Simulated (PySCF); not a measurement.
Species: BGeH₆P.
Atom-mapped SMILES: `[BH2:1][PH:2][GeH3:3]` (hydrogens: H4, H5 on B1; H6 on P2; H7, H8, H9 on Ge3)

Computed with PBE0-D3(BJ)/def2-SVP geometry optimisation, gas phase in PySCF.

Question: List the bond lengths and angles at this level.

Answer: 
```csv
bond,length (Å),order
B1–P2,1.851,single
P2–Ge3,2.305,single
"B1–H4, B1–H5",1.207,single
P2–H6,1.420,single
"Ge3–H7, Ge3–H8, Ge3–H9",1.537,single
```

Bonds in one row agree within 0.01 Å and their mean is given. Orders are formal, as drawn. A selection of angles:
```csv
angle,degrees
P2–B1–H4,120.2
H4–B1–H5,120.8
B1–P2–Ge3,107.4
B1–P2–H6,106.5
Ge3–P2–H6,104.2
P2–Ge3–H7,112.6
P2–Ge3–H8,108.2
P2–Ge3–H9,106.2
H7–Ge3–H8,109.3
```

P2 (three-coordinate phosphorus) is pyramidal (angles 107.4°, 106.5° and 104.2°, sum 318.1°, 0.69 Å off the plane of its three neighbours). Ge3 (germanium bonded to P and 3 H) is tetrahedral (angles from 106.2° to 112.6°). B1 (three-coordinate boron) is planar (angles 120.8°, 120.2° and 118.5°, sum 359.5°, 0.06 Å off the plane of its three neighbours).

No frequency check. One conformer, not necessarily the lowest (H–B1–P2–Ge3 142° and -46°).

The run took 30 s on one thread, Arm Neoverse V1 (shared host). These figures are those of the optimisation.
